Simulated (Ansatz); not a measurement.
Molecule: tribromo(methyl)germane, CH3Br3Ge, charge 0, multiplicity 1. SMILES: [Ge]([Br])([Br])([CH3])[Br]
Geometry: optimised at B3LYP-D3(BJ)/def2-TZVP (Ansatz, a quantum-chemistry and plane-wave program).

Wanted: vertical ionisation energy (to the doublet state of charge +1; each state is the SCF solution reached for its spin; the molecule has degenerate orbitals, so one determinant may break the symmetry), in eV. Valence correlation only, unless marked. UHF or UKS for open shells. No spin-orbit coupling. Frozen are the shells of the preceding noble gas and the d and f shells that filled before the atom's block. No relativistic terms. Basis-set limits of correlation are two-point, X^-3; Hartree-Fock from the larger set. The bracket is a focal-point correction in the basis named. The program attaches cautions to a run behind CCSD(T)/aug-cc-pVDZ: other roots.

| level | program | vertical ionisation energy (eV) | minus last row |
|---|---|---|---|
| HF/aug-cc-pVTZ | Ansatz | 10.03 | -0.86 |
| HF/aug-cc-pVQZ | Ansatz | 10.03 | -0.86 |
| SVWN5/def2-TZVPD | Ansatz | 9.90 | -0.99 |
| PBE/def2-TZVPD | Ansatz | 9.72 | -1.17 |
| r2SCAN/def2-TZVPD | Ansatz | 10.01 | -0.88 |
| B2PLYP/def2-TZVPD | Ansatz | 10.36 | -0.53 |
| RI-MP2/CBS(aug-cc-pVTZ,aug-cc-pVQZ) | Ansatz | 11.17 | 0.28 |
| CCSD(T)/aug-cc-pVDZ | Ansatz | 10.54 | -0.35 |
| CCSD(T)/aug-cc-pVTZ | Ansatz | 10.72 | -0.17 |
| RI-MP2/CBS(aug-cc-pVTZ,aug-cc-pVQZ)+[CCSD(T)-MP2]/aug-cc-pVTZ | Ansatz | 10.89 | 0.00 |
